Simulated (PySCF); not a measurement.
These are PBE-D3(BJ)/def2-TZVP // r2SCAN-D4/def2-SVP run with PySCF values and carry that method's errors. All species are isolated molecules in the gas phase. One relaxed conformer stands for a flexible species; it need not be the lowest. 

Reference species: [Nb(F)5] (neutral, multiplicity 1).

| Property | Result |
|---|---|
| LUMO | -4.20 eV |
| coordination number | 5 |

Changed species: [Nb(F)(OH)4] (4 of 5 F replaced by OH; the reference has 0 of 5 F replaced by OH).

Question: What does the change do to the LUMO and coordination number?

Answer: the LUMO increases by 1.57 eV, to -2.63 eV; the coordination number stays essentially unchanged.
